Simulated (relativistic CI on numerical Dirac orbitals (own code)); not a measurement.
# How well does a small relativistic CI reproduce V II?

Calculated at this level of theory: Dirac-Coulomb-Breit CI, separate exchange-only KLI orbitals for each configuration, QED by a radiative potential, valence Slater integrals scaled by 0.85, P86 correlation energy added to each configuration (own radial code, finite nucleus).

Configuration list (outside the closed core [Ar]): 3d⁴, 3d³4s, 3d³4p, 3d²4s², 3d²4s4p, 3d³5s, 3d³4d, 3d³5p, 3d³4f, 3d³5d, 3d³5f, 3d³5g, 3d²4p², 3d²4s5s. Levels of other configurations are missing.

```
Configuration  Term (tabulated)  J  Measured (cm⁻¹)  Computed  Error  Purity (%)
          3d⁴              a 5D  0              0.0         0      0          99
          3d⁴              a 5D  1             36.0        30     -6          99
          3d⁴              a 5D  2            106.6        88    -18          99
          3d⁴              a 5D  3            208.9       173    -36          99
          3d⁴              a 5D  4            339.2       282    -57          99
        3d³4s              a 5F  1           2604.9       918  -1687         100
        3d³4s              a 5F  2           2687.1       994  -1693         100
        3d³4s              a 5F  3           2808.8      1106  -1703         100
        3d³4s              a 5F  4           2968.3      1254  -1714         100
        3d³4s              a 5F  5           3162.8      1434  -1728         100
        3d³4s              a 3F  2           8640.3      7635  -1005          94
        3d³4s              a 3F  3           8842.0      7827  -1015          94
        3d³4s              a 3F  4           9097.8      8072  -1026          94
        3d³4p             z 5G°  2          34592.8     31440  -3153         100
        3d³4p             z 5G°  3          34745.7     31577  -3169         100
        3d³4p             z 5G°  4          34946.6     31756  -3190         100
        3d³4p             z 5G°  5          35193.1     31978  -3215         100
        3d³4p             z 5G°  6          35483.4     32239  -3245         100
        3d³4p             z 5F°  2          36673.5     33616  -3057          89
        3d³4p           z 5F° †  3          36919.2     33767  -3153          95
        3d³4p           z 5F° †  1          36954.6     33502  -3453          83
        3d³4p             z 5F°  4          37150.5     33939  -3212          99
        3d³4p             z 5D°  0          37201.3     34074  -3127          99
        3d³4p             z 5D°  1          37259.4     34173  -3087          65
        3d³4p             z 5F°  5          37352.4     34126  -3227          99
        3d³4p             z 5D°  2          37369.0     34071  -3298          57
        3d³4p           z 5D° †  3          37520.6     34205  -3315          79
        3d³4p           z 5D° †  4          37531.1     34398  -3133          99
        3d³4p             z 3G°  3          39234.1     36812  -2422          99
        3d³4p             z 3G°  4          39403.7     36976  -2428          99
        3d³4p             z 3G°  5          39613.0     37177  -2436          99
        3d³4p             z 3F°  2          40001.7     37405  -2597          97
        3d³4p             z 3F°  3          40195.5     37587  -2609          97
        3d³4p             z 3F°  4          40430.0     37809  -2621          97
```

Measured levels from NIST Handbook of Basic Atomic Spectroscopic Data (Sansonetti and Martin, J. Phys. Chem. Ref. Data 34, 1559 (2005)); pairs were made by configuration, J and term (by order where the table uses no LS term), so strongly mixed levels may be paired wrongly.

Mean error by configuration (cm⁻¹): 3d⁴ -29; 3d³4s -1446; 3d³4p -2947. Over the excited levels the mean absolute error is 2130 cm⁻¹ (33 of the 33 excited levels that our extract of the source holds in range could be paired), and the median relative error of those above 1,000 cm⁻¹ is 9.1 %. † marks terms whose computed intervals miss the measured ones by more than a factor of 2.5, or configurations far off the rest, from wrong mixing, a near crossing or a doubtful label or measurement; they are left out of the means.

Transition probabilities of persistent lines. The last column rescales the computed rate by the cube of measured over computed energy:

```csv
λ measured (Å),Lower,Upper,A tabulated (s⁻¹),A computed,A rescaled
2687.95 air,3d⁴ a 5D4,3d³4p z 5D°4,7.67e+07,7.10e+07,9.20e+07
2700.94 air,3d⁴ a 5D4,3d³4p z 5F°5,3.45e+07,2.77e+07,3.62e+07
2893.31 air,3d³4s a 5F4,3d³4p z 5D°3,1.10e+08,1.16e+08,1.34e+08
2908.81 air,3d³4s a 5F5,3d³4p z 5D°4,1.54e+08,1.93e+08,2.19e+08
2924.02 air,3d³4s a 5F5,3d³4p z 5F°5,1.73e+08,1.98e+08,2.26e+08
2924.63 air,3d³4s a 5F4,3d³4p z 5F°4,1.21e+08,1.46e+08,1.67e+08
3093.10 air,3d³4s a 5F5,3d³4p z 5G°6,2.10e+08,2.08e+08,2.40e+08
3102.29 air,3d³4s a 5F4,3d³4p z 5G°5,1.77e+08,1.84e+08,2.12e+08
3110.71 air,3d³4s a 5F3,3d³4p z 5G°4,1.68e+08,1.65e+08,1.90e+08
3118.38 air,3d³4s a 5F2,3d³4p z 5G°3,1.54e+08,1.53e+08,1.77e+08
3125.28 air,3d³4s a 5F1,3d³4p z 5G°2,1.51e+08,1.54e+08,1.78e+08
3190.69 air,3d³4s a 3F4,3d³4p z 3F°4,3.30e+07,1.28e+08,1.50e+08
3276.13 air,3d³4s a 3F4,3d³4p z 3G°5,5.20e+07,1.66e+08,1.91e+08
```
